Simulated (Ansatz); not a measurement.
`CC(C)(C)[CH2][Ga]([Cl])[Cl]` and `CC(C)(C)[CH2][Zr]([F])([F])[F]` differ in one atom or group.

Ansatz, PBE0-D4/def2-TZVP geometries, multiplicity 1. Each molecule was computed in one conformer, which needn't be the lowest.

Elements past krypton have def2 core potentials. Scalar relativity is left out up to krypton.

```tsv
property	`CC(C)(C)[CH2][Ga]([Cl])[Cl]`
HOMO–LUMO gap (PBE0/def2-TZVPP) / eV	7.17
HOMO energy (ωB97M-V/def2-TZVPP) / eV	-10.42
HOMO energy (PBE/def2-TZVPP) / eV	-7.04
HOMO energy (PBE0/def2-TZVPP) / eV	-8.27
LUMO energy (PBE0/def2-TZVPP) / eV	-1.10
HOMO–LUMO gap (B3LYP/def2-TZVPP) / eV	6.70
```

Problem. What does the change do to each property? (An estimate is asked.)

Solution. The calculation gave: 
```
                             property  `CC(C)(C)[CH2][Zr]([F])([F])[F]`  shift
 HOMO–LUMO gap (PBE0/def2-TZVPP) / eV                              6.49  -0.68
HOMO energy (ωB97M-V/def2-TZVPP) / eV                             -9.84   0.58
    HOMO energy (PBE/def2-TZVPP) / eV                             -6.34   0.70
   HOMO energy (PBE0/def2-TZVPP) / eV                             -7.63   0.64
   LUMO energy (PBE0/def2-TZVPP) / eV                             -1.13  -0.03
HOMO–LUMO gap (B3LYP/def2-TZVPP) / eV                              6.02  -0.68
```

Positive LUMOs are unbound, so they and the gaps depend on the basis.

B3LYP here is the variant with VWN-RPA as its local correlation; programs differ in this.
